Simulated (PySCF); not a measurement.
Species: CH6Al2Cl2.
Cartesian coordinates in Å at the GFN2-xTB level; atoms count from 1:
```xyz
11
CH6Al2Cl2 angstrom
C     -2.0933   -0.4001   -0.0971
Al    -0.5471    0.8331   -0.0621
Cl     0.9642    0.2094    1.4573
Al     2.3949   -0.2878   -0.1062
Cl     0.9541    0.3228   -1.6259
H     -2.2056   -0.9506   -1.0387
H     -3.0180    0.1706    0.0299
H     -2.0890   -1.1561    0.6975
H     -0.4732    2.3692   -0.0002
H      2.5512   -1.8209   -0.1624
H      3.5673    0.7131   -0.0781
```

The closed-shell ground state was solved at several levels (PySCF, density fitting, gas phase, non-relativistic).

```
              level  basis functions  total energy (Eh)  HOMO (eV)  LUMO (eV)  gap (eV)  dipole (D)
CAM-B3LYP/def2-SVPD              170         -1446.6734      -9.47       0.25      9.72        1.22
      PBE0/pcSseg-1              143         -1446.4743      -8.18      -0.58      7.60        1.26
```

Question: Estimate the row for PBE0/def2-SVPD, a basis of 170 functions; the other rows only guide the guess.

Answer: Total energy -1446.0844 Eh, HOMO -8.10 eV, LUMO -0.64 eV, gap 7.46 eV, dipole 1.26 D.

Question: Over all these levels, which gives the widest orbital gap and which the narrowest?

Answer: CAM-B3LYP/def2-SVPD (range-separated hybrid) has the widest, 9.72 eV, and PBE0/def2-SVPD (global hybrid, 25 % exact exchange) the narrowest, 7.46 eV. The two share the basis. From the narrowest to the widest the HOMO moves by -1.37 eV and the LUMO by +0.89 eV.

Question: How far do the dipole and the HOMO energy spread over the levels?

Answer: The dipole runs from 1.22 to 1.26 D (mean 1.25 D) and the HOMO from -9.47 to -8.10 eV.
